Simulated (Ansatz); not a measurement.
Reaction (formal exchange of groups at a Ge–Si bond): `F[C@@H]1[O][Ge@H]1[SiH3]` + `CC(=N)O` → `F[CH]1[O][GeH2]1` + `C/C(O)=N\[SiH3]`

Program: Ansatz. Geometries: PBE0-D4/def2-TZVP. ΔE: electronic, gas phase. CCSD(T)/CBS is the MP2 limit (def2-TZVPP, def2-QZVPP) plus CCSD(T) − MP2 in def2-TZVPP, frozen cores. Functionals use def2-TZVPP. B3LYP here is the variant with VWN-RPA as its local correlation; programs differ in this. For Ge outer-core shells are correlated without core-valence functions, which leaves a few kJ/mol of doubt a bond. Scalar relativity is left out up to krypton. Each species was taken in one conformer, which may not be the lowest.

| level | ΔE (kcal/mol) |
| --- | --- |
| r2SCAN-D4 | -3.5 |
| PBE0-D4 | -2.4 |
| ωB97X-V | -4.5 |
| ωB97M-V | -4.8 |
| B2PLYP | -4.6 |
| B3LYP | -3.8 |
| HF/def2-TZVPP | -7.5 |
| CCSD/CBS(def2) | -4.1 |

Q: What does CCSD(T)/CBS give? (Best estimate.)

A: Ansatz gave: -3.7 kcal/mol. The listed levels differ from it by 0.2, 1.3, -0.8, -1.1, -0.9, -0.1, -3.8, -0.4 kcal/mol.

Largest T1 diagnostic among the species: 0.016.

In def2-TZVPP, CCSD(T) changes the Hartree–Fock value by +3.7 kcal/mol (the triples alone add +0.4 kcal/mol) and MP2 by +2.3 kcal/mol. From PBE to PBE0 (25 % exact exchange), in def2-TZVPP and without D4, ΔE moves by −1.2 kcal/mol.
